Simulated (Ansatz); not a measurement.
System: BaF2, net charge 0, singlet state. SMILES: [F][Ba][F]
Geometry from a B3LYP-D3(BJ)/def2-TZVP (Ansatz, a first-principles code) optimisation:
```
Ba
F 1 2.2273
F 1 2.2273 2 120.58
```

Quantity: vertical triplet-singlet gap (E(triplet) - E(singlet); each state is the SCF solution reached for its spin), in kcal/mol. Valence correlation only, unless marked. Open shells are spin-unrestricted. No spin-orbit coupling. Frozen are the shells of the preceding noble gas and the d and f shells that filled before the atom's block. The outer core of K, Ca and their heavier congeners is not correlated, a term that matters for these elements. In def2 rows, elements after Kr have scalar-relativistic effective core potentials. CBS(X,Y): correlation extrapolated as X^-3; Hartree-Fock from the larger set. The bracket is a focal-point correction in the basis named.

```
level                                                        program  vertical triplet-singlet gap (kcal/mol)
-----------------------------------------------------------  -------  ---------------------------------------
PBE/def2-TZVPD                                                Ansatz                                    125.3
r2SCAN/def2-TZVPD                                             Ansatz                                    129.9
PBE0/def2-TZVPD                                               Ansatz                                    137.0
CAM-B3LYP/def2-TZVPD                                          Ansatz                                    146.2
wB97X-V/def2-TZVPD                                            Ansatz                                    152.7
MP2/def2-TZVPPD                                               Ansatz                                    172.9
RI-MP2/def2-TZVPPD                                            Ansatz                                    172.9
CCSD(T)/def2-TZVPPD                                           Ansatz                                    163.7
RI-MP2/CBS(def2-TZVPPD,def2-QZVPPD)+[CCSD(T)-MP2]/def2-SVPD   Ansatz                                    167.7
```
